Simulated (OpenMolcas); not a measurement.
Ni2+ with 6 ligands (fluoride) in octahedral coordination (Oh) at 2 Å. A charge of +0.667 e stands 2.4 Å behind each ligand. Ligand basis ANO-RCC-VDZP.
```
Ni    0.0000    0.0000    0.0000
F     2.0000    0.0000    0.0000
F     0.0000    2.0000    0.0000
F    -2.0000    0.0000    0.0000
F     0.0000   -2.0000    0.0000
F     0.0000    0.0000    2.0000
F     0.0000    0.0000   -2.0000
```

```yaml
Program: OpenMolcas
Method: "SS-CASPT2, IPEA 0.25 Eh, imaginary shift 0.1 Eh (closed shells correlated: 3s 3p and the ligand valence shells)"
Basis: ANO-RCC-VDZP [5s4p2d1f]
Scalar_Hamiltonian: DKH2, point nucleus
Active_space: 8 electrons in 5 orbitals (3d)
State_averaging: 2S+1 = 3 even, 10 roots; 2S+1 = 1 even, 15 roots
Spin-orbit_coupling: state interaction with AMFI integrals over the reference wave functions
```

(1) What is the spin-free ground state (labels of O, the rotations of Oh)?

(2) Where is the first state of the same spin?

(3) What are the lowest two levels with spin-orbit coupling?

(4) What is χT at 300 K, and how does it compare with the textbook value?

## Answers

(1) 3A2, 1-fold in its orbital part, 100 % from free-ion F terms; it has the highest spin that d8 allows.

(2) 3T2 at 7550 cm-1 above the ground state.

(3) A 3-fold level T2, then a 2-fold level E 7230 cm-1 above it. Their leading multiplicities are 3 (100 %) and 3 (99 %).

(4) The lowest level has 2S+1 = 3, for which the spin-only value is χT = S(S+1) / 2 = 1.000 cm3 K/mol (g = 2). The computed 1.411 at 300 K differs by +0.411, through orbital momentum, spin-orbit coupling and any other state in reach.

Roots that are degenerate in the reference are averaged as groups; the widest CASPT2 spread within a group is 51 cm-1 (the 3-fold group of multiplicity 3 near 7550 cm-1 above the lowest state of its run). Shifts and gaps below about the spread of the groups concerned are not significant. Over all roots computed the reference weight is 0.70 to 0.71; a low but even weight reflects the number of correlated electrons. A single d shell leaves out the double-shell effect, which counts most for late 3d ions, where the CASPT2 field can be off either way by tens of per cent. Ligand-to-metal charge-transfer states are missing. These CASPT2 states fit no ligand-field parameters well, so their order and spin gaps are uncertain. For late 3d ions with one d shell CASPT2 can put B and the spin-flip bands somewhat low as well as high. With one d shell and no ligand orbital active, 10Dq can be off by tens of per cent for divalent 3d ions, low with halides held by bare charges and at times high in hosts, and the orbital part of g and χT goes as 1/10Dq. Free-ion shares, where given, are those of the reference states; single-state CASPT2 does not remix them. No measured value stands beside these numbers; the geometry is a model, was not optimised and need not be the one that this ion takes.
